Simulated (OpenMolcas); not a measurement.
Cr3+.

| Item | Value |
| --- | --- |
| Program | OpenMolcas |
| Method | RASSCF |
| Basis | ANO-R2 [6s4p4d2f] |
| Scalar Hamiltonian | X2C, finite nucleus |
| Active space | 9 electrons in 8 orbitals (RAS1 3p, at most 2 holes; RAS2 3d) |
| State averaging | 2S+1 = 4 even, 10 roots; 2S+1 = 2 even, 40 roots |
| Spin-orbit coupling | RASSI with atomic mean-field integrals over the reference wave functions, term energies averaged over their components |

Levels without dynamic correlation, in cm⁻¹ above 3d³ ⁴F_3/2:

```json
{"Level": "3d³ ²P_1/2", "E": "21476"}
{"Level": "3d³ ⁴P_1/2", "E": "16661"}
{"Level": "3d³ ²G_7/2", "E": "18150"}
{"Level": "3d³ ²D_3/2(1) [71 %]", "E": "23356"}
{"Level": "3d³ ²H_9/2", "E": "25372"}
{"Level": "3d³ ²F_7/2", "E": "40400"}
```

On this reference, MS-RASPT2, IPEA 0.25 Eh, imaginary shift 0.1 Eh (closed shells correlated: 3s) puts 3d³ ²P_1/2 at 20340 cm⁻¹.

Q: Estimate the other levels at that method by one scale factor, and say how well it serves.

A: The factor is 20340 / 21476 = 0.947. Scaled values beside those that MS-RASPT2 gives and measured ones (Sugar and Corliss, J. Phys. Chem. Ref. Data 6, 317 (1977)):
```tsv
Level	Scaled	MS-RASPT2	Miss (%)	Measured
3d³ ⁴P_1/2	15778	14780	+6.8	14059
3d³ ²G_7/2	17188	15800	+8.8	15052
3d³ ²D_3/2(1) [71 %]	22118	21600	+2.4	20650
3d³ ²H_9/2	24027	22150	+8.5	21066
3d³ ²F_7/2	38259	35950	+6.4	34363
```
For these levels the scaled values miss MS-RASPT2 by up to 8.8 %, as correlation changes each term by its own factor, spin-orbit parts do not scale and CASPT2 has its own spread within terms. This holds within one configuration; levels of others move differently, and the target method has errors of its own against measurement.

CASPT2 breaks the degeneracy within a term, and the mean is taken; among the terms shown or strongly mixed into the levels shown the widest spread is 1100 cm-1 (3d³ ⁴F, MS-RASPT2). Active for correlation alone: 3p; no level in the range computed is led by a configuration that opens it, so any true level of that kind is missing. Without dynamic correlation excited terms often stand tens of per cent too high (terms of higher spin than the ground term too low), and those without a measured partner can miss by more than the paired ones (holds for RASSCF). Measured partners are found by configuration, term and J. A level has none where our copy of the source lacks it or the pairing is in doubt (some pairs that miss far off the trend of their configuration count as doubtful), and it then counts in no deviation. Only configurations of the active space appear.

A share in square brackets marks a mixed level and gives the weight of the term that names it, the lowest over the columns. A number in round brackets counts repeated terms of one configuration in the order of the reference energies.
